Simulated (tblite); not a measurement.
Species: C5H9F3P2.
SMILES with atom numbers: `[CH3:1][P:2](/[CH:3]=[CH:4]/[PH2:5])[CH2:6][C:7]([F:8])([F:9])[F:10]` (hydrogens: H11, H12, H13 on C1; H14 on C3; H15 on C4; H16, H17 on P5; H18, H19 on C6)

Computed with GFN2-xTB (tblite), gas phase: L-BFGS steps from a force-field or distance-geometry start until the largest atomic force falls under 0.01 eV/Å.

Step 27: E = -938.7187 eV
```
atom  x, y, z in Å  |  force x, y, z in eV/Å
C1     -1.1539   -0.5835    1.7600    0.030   0.003  -0.025
P2     -0.4393   -0.9171    0.0913    0.022  -0.016   0.003
C3      1.2321   -0.2694    0.4400    0.005   0.046  -0.007
C4      2.1935   -0.2624   -0.4780    0.010  -0.053  -0.016
P5      3.8548    0.4352   -0.2178   -0.013  -0.027  -0.009
C6     -1.0396    0.6261   -0.8122    0.003  -0.012   0.034
C7     -2.4876    0.4493   -1.1716   -0.015   0.011  -0.031
F8     -2.9509    1.4362   -1.9596    0.002   0.048  -0.023
F9     -3.2916    0.4325   -0.0965   -0.012  -0.011  -0.018
F10    -2.7106   -0.6930   -1.8340   -0.005  -0.041   0.017
H11    -2.2119   -0.8357    1.7753    0.031  -0.003   0.018
H12    -1.0185    0.4604    2.0409   -0.020   0.000   0.028
H13    -0.6282   -1.2250    2.4664   -0.052  -0.002   0.020
H14     1.4306    0.0710    1.4493    0.001  -0.026   0.011
H15     1.9766   -0.6112   -1.4802    0.041   0.043  -0.043
H16     4.1190   -0.2601    0.9604   -0.018   0.049   0.027
H17     4.5171   -0.5102   -0.9956   -0.007  -0.024  -0.024
H18    -0.9285    1.5270   -0.2065    0.003   0.031   0.017
H19    -0.4728    0.7389   -1.7391   -0.005  -0.016   0.021
```

Step 28: E = -938.7196 eV
```
atom  x, y, z in Å  |  force x, y, z in eV/Å
C1     -1.1522   -0.5831    1.7605    0.029   0.000  -0.025
P2     -0.4399   -0.9176    0.0916    0.015   0.033  -0.023
C3      1.2326   -0.2723    0.4395   -0.002   0.036   0.006
C4      2.1915   -0.2630   -0.4810    0.009  -0.054  -0.024
P5      3.8529    0.4352   -0.2237   -0.036  -0.012  -0.003
C6     -1.0400    0.6294   -0.8113    0.044  -0.043   0.057
C7     -2.4865    0.4489   -1.1734    0.008   0.018  -0.019
F8     -2.9476    1.4343   -1.9645   -0.018   0.030  -0.026
F9     -3.2906    0.4346   -0.0983   -0.023  -0.013  -0.032
F10    -2.7061   -0.6967   -1.8320   -0.014  -0.015   0.019
H11    -2.2096   -0.8351    1.7770    0.012  -0.008   0.018
H12    -1.0167    0.4596    2.0439   -0.014   0.014   0.022
H13    -0.6257   -1.2255    2.4646   -0.044  -0.015   0.038
H14     1.4331    0.0615    1.4509    0.004  -0.019   0.000
H15     1.9696   -0.6101   -1.4831    0.052   0.053  -0.041
H16     4.1092   -0.2492    0.9619   -0.006   0.045   0.032
H17     4.5174   -0.5162   -0.9906   -0.001  -0.041  -0.031
H18    -0.9315    1.5300   -0.2035   -0.002   0.010   0.009
H19    -0.4697    0.7446   -1.7359   -0.014  -0.018   0.024
```

**Question.** Estimate the geometry and energy of step 29. (The exact step hangs on the optimiser's Hessian estimate; all steps are aligned on step 28, rigid shifts and turns removed.)

**Answer.** E = -938.7208 eV, largest force 0.106 eV/Å
```
atom  x, y, z in Å  |  force x, y, z in eV/Å
C1     -1.1496   -0.5827    1.7609    0.018  -0.004  -0.010
P2     -0.4399   -0.9177    0.0920    0.005   0.077  -0.042
C3      1.2335   -0.2747    0.4386   -0.007   0.013   0.014
C4      2.1897   -0.2649   -0.4849    0.005  -0.039  -0.027
P5      3.8505    0.4348   -0.2309   -0.047  -0.002   0.000
C6     -1.0401    0.6326   -0.8092    0.066  -0.056   0.062
C7     -2.4852    0.4487   -1.1759    0.030   0.020   0.003
F8     -2.9438    1.4328   -1.9705   -0.029  -0.004  -0.022
F9     -3.2901    0.4369   -0.1012   -0.036  -0.010  -0.044
F10    -2.7015   -0.7011   -1.8294   -0.018   0.023   0.016
H11    -2.2066   -0.8346    1.7790   -0.010  -0.012   0.012
H12    -1.0152    0.4589    2.0483   -0.004   0.023   0.011
H13    -0.6240   -1.2264    2.4635   -0.030  -0.027   0.053
H14     1.4364    0.0499    1.4526    0.010  -0.008  -0.014
H15     1.9625   -0.6077   -1.4874    0.058   0.058  -0.039
H16     4.0975   -0.2356    0.9641    0.010   0.041   0.033
H17     4.5180   -0.5239   -0.9853    0.001  -0.053  -0.028
H18    -0.9354    1.5337   -0.2001   -0.005  -0.019   0.000
H19    -0.4664    0.7504   -1.7315   -0.018  -0.020   0.024
```

The energy changes by -0.0012 eV. The first-order estimate −F·Δx gives -0.0016 eV and the mean of the old and new forces, exact on a quadratic surface, -0.0012 eV. The step makes an angle of 76° with the force vector and moves no atom by more than 0.018 Å.

The cost below is that of the whole relaxation. On one thread, Arm Neoverse V1 (aarch64), shared host with 32 logical CPUs at a one-minute load of 8.4, this took 0.78 s wall.
